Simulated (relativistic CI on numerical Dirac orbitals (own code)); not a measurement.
# Hyperfine structure of Br VI, mass number 81

Computed by Dirac-Coulomb-Breit CI, separate exchange-only KLI orbitals for each configuration, model QED (radiative potential, 1s self-energy scaled to tabulated hydrogen-like ionisation energies), valence Slater integrals scaled by 0.85, P86 correlation energy added to each configuration (own radial code, finite nucleus).

Configurations in the expansion (outside the closed core [Ar] 3d10): 4s2, 4s 4p, 4p2, 4s 4d, 4s 4f, 4d2, 4p 4d, 4s 5s, 4s 5p, 4f2, 4p 4f, 4s 5d, 4s 6s, 4p 5s, 4s 6p, 4s 5f. Levels of other configurations are missing.

Nuclear spin I = 3/2, μ = 2.2686 μN, Q = 0.2579 b (tables of Stone and Pyykkö). The electronic factors are computed for point nuclear moments, without core polarisation or the Bohr-Weisskopf and QED corrections.

```csv
Level,E (cm⁻¹),A (MHz),B (MHz)
4s 4p 3P°_1,102601,16670,-313
4s 4p 3P°_2,107332,12070,602
4s 4p 1P°_1,148464,1210,559
4p2 1D_2,243801,3629,613
4p2 3P_1,244286,-279.3,298
4p2 3P_2,250430,1732,-194
4s 4d 3D_1,300882,-10220,29.5
4s 4d 3D_2,301184,4192,42.1
```

Levels with J = 0, under 50 % of one LS term, or S terms without an open s electron are left out. Small factors come from cancelling terms and can be off by tens of per cent or more.

At this charge configurations can still be misplaced by up to about 7 % of their energy. 10 of the 10 excited levels that our extract of the measured tables holds in this range could be paired (the sources list more); they are missed by 3533 cm⁻¹ on average and 4004 at most, and levels without a partner can miss by more.

Give the hyperfine levels of 4s 4p 3P°_1 relative to its centre of gravity.

With K = F(F + 1) − I(I + 1) − J(J + 1), E = AK/2 + B[¾K(K + 1) − I(I + 1)J(J + 1)]/[2I(2I − 1)J(2J − 1)]: F = 1/2: -42060, F = 3/2: -16350, F = 5/2: 24920 MHz.

LS names give the leading component of a level, which can be under half, so a name can repeat, a term be missing and a line seem to break the LS rules.
